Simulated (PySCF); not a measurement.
**Mo(32+): ionisation energy**

Mo(32+) [Ne] (1S) → Mo(33+) [He] 2s2 2p5 (2P), as a difference of total energies. Calculation: PySCF 2.14, in an uncontracted even-tempered set (20 s from 11 bohr⁻², ratio 2.2; 12 p from 15 bohr⁻², ratio 2.2; 6 d from 64 bohr⁻², ratio 2.4; 5 f from 97 bohr⁻², ratio 2.4; 4 g from 150 bohr⁻², ratio 2.4); scalar relativity by spin-free X2C-1e. Correlated levels: nothing frozen; virtual orbitals above 40 to 60 times the deepest correlated orbital energy dropped. The calculations carry no spin-orbit coupling.

```csv
method,ionisation energy (eV)
UHF,4292.3
LDA,4290.6
PBE,4290.6
r2SCAN,4293.6
BP86,4291.6
M06-2X,4292.3
MP2 (all electrons),4294.0
```

Question: Estimate what PBE0 gives.

Answer: 4291.5 eV, closest to BP86 among the rows shown.

Question: Estimate what SCS-MP2 (all electrons) gives.

Answer: 4293.8 eV, closest to MP2 (all electrons) among the rows shown.

A first-order spin-orbit estimate (lowest level to lowest level, LS coupling) adds -35.867 eV.

For this ion Breit and QED terms and the two-electron picture change, all absent here, outweigh the differences among the correlated methods.

For comparison: 4259 ± 2.4 eV (semi-empirical (NIST evaluation); NIST Atomic Spectra Database, ionization energies).
